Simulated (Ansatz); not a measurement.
Mg5O7H4, a hydroxylated oxide cluster, relaxed as a singlet with RKS PBE-D4/def2-SVP in Ansatz, starting from the GFN2-xTB geometry. Force threshold 0.03 eV/Å.

Start:

```xyz
16

Mg    1.082    0.691    0.895
Mg    0.895   -1.055   -1.183
Mg   -1.273   -0.576    0.373
Mg    0.844    1.619   -1.667
Mg    3.053    0.446   -0.859
O    -0.629   -2.035   -0.545
O    -2.897    0.512    0.697
O    -0.345    0.630   -0.662
O     1.859    0.137   -2.387
O    -0.348   -0.061    1.940
O     2.115   -0.811    0.287
O     2.053    1.996   -0.202
H    -0.841   -2.966   -0.598
H    -2.968    1.046   -0.107
H    -2.421    1.067    1.332
H    -0.177   -0.639    2.685
```

```
         step  energy (eV)  largest force component (eV/Å)  SCF passes
            1  -41580.0004                           1.107          23
            2  -41580.4359                           0.701          21
            3  -41580.6472                           0.631          21
            4  -41580.6850                           0.286          21
            5  -41580.7068                           0.287          21
            6  -41580.7283                           0.641          22
            7  -41580.7568                           0.250          21
            8  -41580.7660                           0.143          21
            9  -41580.7756                           0.097          21
           10  -41580.7787                           0.139          22
           11  -41580.7803                           0.065          21
12 (rejected)  -41580.7797                           0.118          21
           13  -41580.7820                           0.029          23
           14  -41580.7824                           0.019          23
```

Force components are those of the run's own axes.

End:

Cartesian coordinates in Å:
```
Mg 1.0181 0.8665 0.7566
Mg 1.0106 -1.1204 -1.2756
Mg -1.4097 -0.4560 -0.0066
Mg 1.2324 1.5723 -1.8976
Mg 3.2253 0.3295 -0.7048
O -0.7262 -2.0837 -0.8493
O -3.0390 0.3037 1.0236
O -0.2054 0.6589 -0.9639
O 2.2537 -0.0255 -2.4003
O -0.6515 0.3001 1.8122
O 2.0668 -0.7910 0.3903
O 2.2733 2.0230 -0.2942
H -0.8029 -3.0161 -0.5934
H -3.5197 1.1093 0.7591
H -2.2793 0.5847 1.6566
H -0.4464 -0.2553 2.5872
```

By distances, no bond broke or formed. The bond that changes most is Mg3–O10, from 1.89 to 2.11 Å (atoms count from 1). A close non-bonded pair moves further: O10–H15, from 2.44 to 1.66 Å.

The force fell under the threshold at step 13, but the optimiser went on. No frequencies were taken in this run, so the end may be a saddle point.

Run time 31 s (2 threads of AMD EPYC 7R13 on a shared host and a share (18 GiB) of an NVIDIA H100 80GB HBM3), peak host memory 0.85 GiB.
